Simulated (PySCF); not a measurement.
## Exercise with solution: oscillator strength and radiative lifetime

CH2I, SMILES [CH2]I (connectivity only; charge and spin as stated), charge +1, multiplicity 1.

Geometry optimised at PBE-D3(BJ)/def2-TZVP. The spin state was assumed, not searched. The isomer is the one that the SMILES or the coordinates give; other isomers of the formula were not compared. The def2 effective core potentials stand for the cores of I; spin–orbit coupling is left out.

TDDFT-PBE/def2-TZVPD run with PySCF puts the first singlet state with f over 0.02 at 5.10 eV (vertical), with the transition dipole (0.000, 0.000, 0.986) in atomic units.

**Question.** Find the oscillator strength, the wavelength and the radiative lifetime that this transition would have in vacuum if emission retraced absorption.

**Answer.** 
|μ|² = 0.9722 au, so |μ| = 2.51 D. ΔE = 5.10/27.211 = 0.1874 hartree. f = (2/3) ΔE |μ|² = 0.121 (the program prints 0.122).
λ = 1239.84/5.10 = 243 nm; ν = 41134 cm⁻¹.
Einstein's coefficient A = 0.6670 ν² f s⁻¹ (ν in cm⁻¹) = 1.4e8 s⁻¹, so τ = 1/A = 7.3 ns. This state is S2; the lower singlet has f = 0.000. The figure is the radiative limit of this one transition; relaxation, internal conversion, crossing to triplets and a medium change what is measured.
